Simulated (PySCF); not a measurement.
Identify the unknown among the candidates.

All candidates are C5H9F3OSi.

| technique | computed result |
| --- | --- |
| NMR, other nuclei | isotropic shieldings of nuclei other than C and H, by class: 219 (1 O), 301 (2 F), 488 (1 F), 383 (1 Si) ppm [GIAO PBE0/pcSseg-1] |
| 13C NMR | chemical shifts (computed TMS as zero) by class: 166.8 (1 C), 119.5 (1 C), 107.3 (1 C), 76.6 (1 C), 21.6 (1 C) ppm [GIAO PBE0/pcSseg-1] |
| 1H NMR | chemical shifts (computed TMS as zero) by class: 6.75 (1 H), 5.12 (2 H), 5.10 (2 H), 4.86 (1 H), 1.94 (3 H) ppm [GIAO PBE0/pcSseg-1] |
| Dipole | 2.62 D [PBE0/pcSseg-1] |
| Rotational structure | rotational constants A, B, C: 2.672, 0.396, 0.358 GHz [GFN2-xTB] |

The electronic properties come from PySCF, for the isolated species, density fitting. Levels stand in brackets. Geometry: GFN2-xTB, one conformer, isolated molecule. GFN2-xTB frequencies show an imaginary mode (35i cm⁻¹), so this geometry is no minimum at that level. NMR classes are plain means over equivalent atoms (diastereotopic ones count apart unless rotation or inversion swaps them), as if these changed places fast.

**Question.** Which candidate is it?
A. `C[C@H](C(=O)C[SiH3])C(F)(F)F`
B. `CCO[C@@H]1[SiH2][C@@]1(F)C(F)F`
C. `C/C(=C\C(F)F)O[SiH2]CF`
D. `C[C@@H]1[SiH2]C[C@H]1OC(F)(F)F`

**Answer.** C. It is `C/C(=C\C(F)F)O[SiH2]CF`. Numbering: `[CH3:1]/[C:2](=[CH:3]\[CH:4]([F:5])[F:6])[O:7][SiH2:8][CH2:9][F:10]`. Its formula, C5H9F3OSi, gives 1 degree of unsaturation: 0 rings and 1 π bond in the structure found. 5 carbons fall into 5 classes; from least to most shielded: vinylic carbon bearing oxygen [C2] (166.8 ppm), CHF2 carbon [C4] (119.5 ppm), alkene CH carbon [C3] (107.3 ppm), sp3 C–F carbon [C9] (76.6 ppm), allylic carbon [C1] (21.6 ppm). Hydrogen classes from least to most shielded: 1 H on a CHF2 carbon, C4 (6.75 ppm), 2 H on an sp3 C–F carbon, C9 (5.12 ppm), 2 H on an oxygen-bound silicon, Si8 (5.10 ppm), 1 H on an alkene CH carbon, C3 (4.86 ppm), 3 H on an allylic carbon, C1 (1.94 ppm). The other shieldings belong to: 219 ppm, silyl ether oxygen [O7]; 301 ppm, fluorine of a CF2 group [F5/F6]; 488 ppm, alkyl fluorine [F10]; 383 ppm, oxygen-bound silicon [Si8]. The optimised geometry has point group C1 and is an asymmetric top.

The others, at the same levels:
- `C[C@H](C(=O)C[SiH3])C(F)(F)F` fails: its computed 13C shifts are 207.9 (1 C), 134.7 (1 C), 53.3 (1 C), 34.6 (1 C), 12.6 (1 C) ppm, 1H shifts are 4.01 (3 H), 3.31 (1 H), 2.84 (1 H), 2.44 (1 H), 1.38 (3 H) ppm and rotational constant A is 1.905 GHz (against 2.672 GHz).
- `CCO[C@@H]1[SiH2][C@@]1(F)C(F)F` fails: its computed 13C shifts are 124.1 (1 C), 90.3 (1 C), 74.3 (1 C), 63.2 (1 C), 18.0 (1 C) ppm, 1H shifts are 6.79 (1 H), 4.00 (1 H), 3.82 (1 H), 3.58 (1 H), 3.40 (1 H), 3.10 (1 H), 1.32 (3 H) ppm and rotational constant A is 1.781 GHz (against 2.672 GHz).
- `C[C@@H]1[SiH2]C[C@H]1OC(F)(F)F` fails: its computed 13C shifts are 130.1 (1 C), 84.3 (1 C), 34.0 (1 C), 19.2 (1 C), 16.1 (1 C) ppm, 1H shifts are 4.61 (1 H), 4.46 (1 H), 4.12 (1 H), 2.31 (1 H), 1.94 (1 H), 1.83 (1 H), 1.37 (3 H) ppm and rotational constant A is 2.226 GHz (against 2.672 GHz).

Each candidate is one conformer, not necessarily the lowest. The conformers computed, where there is a choice (atom-mapped SMILES and torsion angles):
- `[CH3:1]/[C:2](=[CH:3]\[CH:4]([F:5])[F:6])[O:7][SiH2:8][CH2:9][F:10]`: C2–C3–C4–F5 177°, C1–C2–O7–Si8 176°, C2–O7–Si8–C9 -179°, O7–Si8–C9–F10 -178°
- `[CH3:1][C@H:2]([C:3](=[O:4])[CH2:5][SiH3:6])[C:7]([F:8])([F:9])[F:10]`: C1–C2–C3–O4 -31°, C2–C3–C5–Si6 -90°, C1–C2–C7–F8 -61°
- `[CH3:1][CH2:2][O:3][C@@H:4]1[SiH2:5][C@@:6]1([F:7])[CH:8]([F:9])[F:10]`: C1–C2–O3–C4 180°, C2–O3–C4–Si5 155°, Si5–C6–C8–F9 -63°
- `[CH3:1][C@@H:2]1[SiH2:3][CH2:4][C@H:5]1[O:6][C:7]([F:8])([F:9])[F:10]`: C4–C5–O6–C7 -162°, C5–O6–C7–F8 56°
